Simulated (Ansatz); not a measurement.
Basis sets compared for Al₁₀As₁₀H₃₀, a nanocrystal cut from zinc blende AlAs (hydrogen-capped). The state is a singlet with charge 0. Geometry r2SCAN-D4/def2-SVP. Ansatz on 5 threads of AMD EPYC 7R13 on a shared host and a share (37 GiB) of an NVIDIA H100 80GB HBM3; times are rough, and most runs start from earlier orbitals.

Cartesian coordinates in Å:
```
Al -2.0438 2.2290 0.8940
Al 0.3185 0.6064 4.5428
Al -2.6783 -1.6316 0.3168
Al 0.1444 -3.0415 3.0402
Al 1.8520 3.6283 1.4355
Al -1.4705 0.6422 -2.7079
Al 2.4918 3.0247 -2.3914
Al 1.1666 -0.2330 0.2880
Al 0.7182 -4.3420 -1.2900
Al 2.0922 -1.4007 -3.5066
As -1.4796 1.9639 3.3313
As -0.4390 4.0796 0.4378
As -1.1886 0.2397 -0.2895
As 1.2117 -0.8190 2.6784
As -2.2180 -2.1753 2.7068
As -1.6798 -3.7365 -0.6356
As 2.4315 1.8256 -0.1853
As 0.2420 2.3489 -3.4028
As -0.4164 -1.2800 -3.8936
As 1.8759 -2.1170 -1.1296
H -3.5815 2.5481 0.6621
H 1.3848 1.5990 5.1692
H -0.5712 -0.3792 5.4336
H -4.2025 -1.4422 -0.0833
H 0.3818 -3.6197 4.4988
H 0.2162 -3.9553 1.7284
H 1.3553 3.0399 2.8389
H 2.8133 4.8882 1.3259
H -2.9401 1.0320 -3.1643
H 2.2249 4.5602 -2.0349
H 3.6617 2.5644 -3.3579
H 1.2752 -5.4432 -0.2920
H 0.5565 -4.6103 -2.8591
H 2.4081 0.1622 -3.6374
H 2.7893 -2.4959 -4.4217
H -1.4104 3.3871 3.8320
H -2.8106 1.6212 3.9661
H -1.0816 5.3169 1.0186
H -0.4622 4.4902 -1.0133
H 2.6776 -1.0376 2.9775
H -2.6486 -1.0604 3.6258
H -3.2680 -3.1890 3.0937
H -2.2029 -4.8207 0.2762
H -2.5773 -4.0498 -1.8136
H 3.8655 1.4658 0.1327
H -0.5758 3.6095 -3.5912
H 0.4574 2.0605 -4.8697
H -0.7676 -1.0872 -5.3502
H -1.1856 -2.5561 -3.6561
H 3.2877 -2.4104 -0.6741
```

The 6-31G sets use Cartesian d functions. Single mean-field runs in 6-31G, def2-SVP, def2-TZVP are fitted with def2-universal-jkfit.

Binding counts from free atoms (Al doublet, As quartet, H doublet) in the same basis, without a counterpoise term.

| level | functions | energy (Eh) | HOMO (eV) | LUMO (eV) | binding per atom (eV) | wall time |
| --- | --- | --- | --- | --- | --- | --- |
| HF/STO-3G | 300 | -24501.4272 | -6.39 | 8.16 | 3.38 | 17 s |
| HF/6-31G | 480 | -24775.0938 | -9.40 | 1.45 | 1.64 | 16 s |
| PBE-D4/def2-SVP | 650 | -24793.3347 | -6.23 | -2.36 | 2.73 | 20 s |
| PBE0-D4/def2-SVP (with forces) | 650 | -24794.2942 | -7.26 | -1.68 | 2.72 | 26 s |

Question: Estimate the rows for PBE-D4/def2-TZVP, PBE0-D4/def2-TZVP.

Answer: 
| level | functions | energy (Eh) | HOMO (eV) | LUMO (eV) | binding per atom (eV) | wall time |
| --- | --- | --- | --- | --- | --- | --- |
| PBE-D4/def2-TZVP | 1030 | -24796.9531 | -6.26 | -2.44 | 2.71 | 19 s |
| PBE0-D4/def2-TZVP | 1030 | -24797.8881 | -7.26 | -1.74 | 2.71 | 25 s |
